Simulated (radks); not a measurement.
Q: Ag IV, 44 electrons, occupied as [Kr] 4d8. All-electron calculation, non-relativistic Kohn-Sham, PBE, spin-unpolarised, spherical densities, point nucleus; relativity is left out, which matters for an element this heavy. Program: a radial shooting solver on a logarithmic mesh with Libxc functionals. Some entries of the table are withheld. Estimate them.

orbital  occ.  eigenvalue (eV)  <1/r> (bohr^-1)  <r^2> (bohr^2)
1s          2        -24568.04            46.48        0.001404
2s          2        -3576.711            10.57         0.02319
2p          6              (1)            10.57         0.01753
3s          2        -684.9133            3.762          0.1660
3p          6              (2)            3.680          0.1615
3d         10        -403.0307            3.527          0.1420
4s          2        -126.3186            1.463          0.9887
4p          6              (3)            1.352           1.139
4d          8         -44.2678            1.070             (4)

A: 
(1) 2p eigenvalue (eV): -3331.048
(2) 3p eigenvalue (eV): -585.9306
(3) 4p eigenvalue (eV): -94.9251
(4) 4d <r^2> (bohr^2): 1.813
